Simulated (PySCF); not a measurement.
SMILES C[CH](C)[AlH][Cl] (PBE0/def2-SVP optimised geometry):

```
13

Al    -0.067    -1.102     0.000
Cl     2.052    -1.102     0.000
H     -0.758    -2.528     0.029
C     -0.976     0.643     0.000
C     -0.501     1.547    -1.141
C     -0.807     1.330     1.361
H     -2.052     0.430    -0.146
H     -1.009     2.528    -1.110
H      0.582     1.743    -1.082
H     -0.701     1.113    -2.135
H     -1.212     0.731     2.194
H     -1.331     2.303     1.383
H      0.253     1.535     1.586
```

Computed with PBE0/def2-TZVP in PySCF 2.14.0.

Problem. What are the frontier orbital energies and the dipole moment?

Solution. HOMO-2 -9.23 eV, HOMO-1 -8.97 eV, HOMO -7.45 eV, LUMO -1.21 eV, LUMO+1 0.20 eV; dipole moment 1.99 D.

On the same geometry PySCF with PBE/def2-TZVP gives HOMO-2 -7.85 eV, HOMO-1 -7.59 eV, HOMO -6.24 eV, LUMO -1.98 eV, LUMO+1 -0.63 eV; dipole moment 1.91 D.

Meta-Löwdin charges at PBE0/def2-TZVP: Al1 0.73, Cl2 -0.35, H3 -0.14, C4 -0.34, C5 -0.33, C6 -0.33, H7 0.11, H8 0.11, H9 0.11, H10 0.11, H11 0.11, H12 0.11, H13 0.11.
